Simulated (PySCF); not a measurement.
Computed with PBE-D3(BJ)/def2-TZVP // PBE-D3(BJ)/def2-SVP (PySCF 2.14.0). Isolated molecules, 0 K electronic values unless said otherwise. Delta-SCF ions had no search for a lower state. 

Reference species (SMILES): `N#Cc1c([SiH3])ccc2ccsc12` (neutral, multiplicity 1).

vertical ionisation energy (Delta-SCF): 8.27 eV
dipole moment: 5.10 D

Changed species: `N#Cc1c([SiH3])sc2ccccc12`.

### Question
Give the shifts of the vertical ionisation energy (Delta-SCF) and dipole moment.

### Answer
the vertical ionisation energy (Delta-SCF) decreases by 0.03 eV, to 8.24 eV; the dipole moment falls by 0.95 D, to 4.15 D.
